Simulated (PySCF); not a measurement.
C6H10ClFSi.
Atom-mapped SMILES: `[F:1][CH2:2][C@@H:3]1[CH:4]=[CH:5][CH2:6][CH2:7][Si@@H:8]1[Cl:9]`

Structure used (GFN2-xTB), in Å, numbered top down from 1:
```xyz
19
C6H10ClFSi angstrom
F      3.2343    0.6087   -0.8338
C      2.4043    0.0502    0.1112
C      1.0445   -0.2893   -0.4910
C      0.3512    0.9780   -0.9127
C     -0.8817    1.3694   -0.6334
C     -1.9219    0.6585    0.1809
C     -1.7817   -0.8660    0.1925
Si    -0.0164   -1.3509    0.6873
Cl     0.3412   -0.8300    2.6088
H      2.9159   -0.8455    0.4782
H      2.3140    0.7815    0.9198
H      1.2478   -0.8651   -1.4023
H      0.9756    1.6296   -1.5116
H     -1.2022    2.3331   -1.0087
H     -2.9094    0.9295   -0.2030
H     -1.8692    1.0342    1.2089
H     -2.5265   -1.2905    0.8660
H     -2.0038   -1.2483   -0.8043
H      0.2743   -2.7779    0.5399
```

Definitions: NICS(0) = −σiso at the ring centroid; NICS(1) = −σiso and NICS(1)zz = −σzz at ±1 Å along the ring normal z. Level: GIAO PBE0/pcSseg-1 (PySCF, non-relativistic, gas phase) on the GFN2-xTB geometry, one conformer.

Ring bond lengths (Å), with Mayer bond orders in brackets: C3–C4 1.505 (1.00), C4–C5 1.323 (1.96), C5–C6 1.500 (1.05), C6–C7 1.531 (1.05), C7–Si8 1.896 (0.92), Si8–C3 1.908 (0.84).

What do the NICS probes read (ppm)?

```
              ring                                                      type  NICS(0)  NICS(1), two faces  NICS(1)zz, two faces  rms pucker (Å)  centre to ring atoms, mean (Å)
C3–C4–C5–C6–C7–Si8  6-membered ring with Si; formal bonds 1 double, 5 single      0.2         -1.9 / -1.1             2.2 / 3.4            0.21                            1.57
```

What do they say, and how far can they be read as aromaticity?

- C3–C4–C5–C6–C7–Si8: mean NICS(1)zz 2.8 ppm, near zero. C3, C6, C7, Si8 have four or more neighbours, and the NICS criterion for π rings isn't applied.

What is the mean of the two in-plane components of NICS at the second NICS(1) probe listed for ring C3–C4–C5–C6–C7–Si8, 1 Å off the ring?

The isotropic value is a third of the trace: (3 × -1.1 − (3.4))/2 = -3.4 ppm.
